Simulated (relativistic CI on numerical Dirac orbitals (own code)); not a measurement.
**Ligand-field terms of d7**

Computed with a parametric ligand-field model of a d^n configuration (Racah B and C, spin-orbit zeta, crystal field), exact diagonalisation.

Field parameters in Wybourne normalisation: Oh B⁴₀ = 21Dq, B⁴₄ = √(5/14) B⁴₀; Td as Oh with Dq negative (B⁴₀ = 21Dq, B⁴₄ = √(5/14) B⁴₀). The field is a parameter set, without covalency.

**Question.** Ground term and bands for B = 920, C = 3880, ζ = 0 cm⁻¹, Td, 10Dq = -3400 cm⁻¹?

**Answer.** Ground term 4A2 with 4.00 electrons in the two orbitals of the cubic e set. Spin-allowed: 4T2 3400 cm⁻¹ (2941 nm), 4T1 5965 cm⁻¹ (1677 nm), 4T1 18035 cm⁻¹ (554 nm). Lowest spin-forbidden: 2E 17084 cm⁻¹ (585 nm), 2T1 17596 cm⁻¹ (568 nm), 2A1 18720 cm⁻¹ (534 nm). With an A2 ground term the first spin-allowed band lies at |10Dq| itself.

**Question.** Ground term and bands for B = 450, C = 2190, ζ = 0 cm⁻¹, Oh, 10Dq = 13100 cm⁻¹?

**Answer.** Ground term 2E with 1.04 electrons in the two orbitals of the cubic e set. Spin-allowed: 2T1 11623 cm⁻¹ (860 nm), 2T2 12108 cm⁻¹ (826 nm), 2T1 14618 cm⁻¹ (684 nm), 2T2 21281 cm⁻¹ (470 nm). Lowest spin-forbidden: 4T1 2908 cm⁻¹, 4T2 15073 cm⁻¹ (663 nm), 4T1 20888 cm⁻¹ (479 nm).

**Question.** Ground term and bands for B = 410, C = 1920, ζ = 0 cm⁻¹, Oh, 10Dq = 25950 cm⁻¹?

**Answer.** Ground term 2E with 1.01 electrons in the two orbitals of the cubic e set. Spin-allowed: 2T1 24384 cm⁻¹ (410 nm), 2T2 24890 cm⁻¹ (402 nm), 2T1 27388 cm⁻¹ (365 nm), 2T2 34864 cm⁻¹ (287 nm). Lowest spin-forbidden: 4T1 16811 cm⁻¹ (595 nm), 4T2 41734 cm⁻¹ (240 nm), 4T1 46856 cm⁻¹ (213 nm).

**Question.** A d7 ion in Td symmetry has the ground term 4A2 and bands at 2E 8277 cm⁻¹ (1208 nm), 2T1 8620 cm⁻¹ (1160 nm), 4T2 11650 cm⁻¹ (858 nm), 2T2 12670 cm⁻¹ (789 nm), 4T1 15789 cm⁻¹ (633 nm), 4T1 25161 cm⁻¹ (397 nm). Which parameters reproduce them?

**Answer.** B = 400, C = 1760, ζ = 0 cm⁻¹, Td, 10Dq = -11650 cm⁻¹.

**Question.** Ground term and bands for B = 340, C = 1520, ζ = 0 cm⁻¹, Oh, 10Dq = 13000 cm⁻¹?

**Answer.** Ground term 2E with 1.02 electrons in the two orbitals of the cubic e set. Spin-allowed: 2T1 11883 cm⁻¹ (842 nm), 2T2 12242 cm⁻¹ (817 nm), 2T1 14241 cm⁻¹ (702 nm), 2T2 19781 cm⁻¹ (506 nm). Lowest spin-forbidden: 4T1 5748 cm⁻¹ (1740 nm), 4T2 17983 cm⁻¹ (556 nm), 4T1 22318 cm⁻¹ (448 nm).
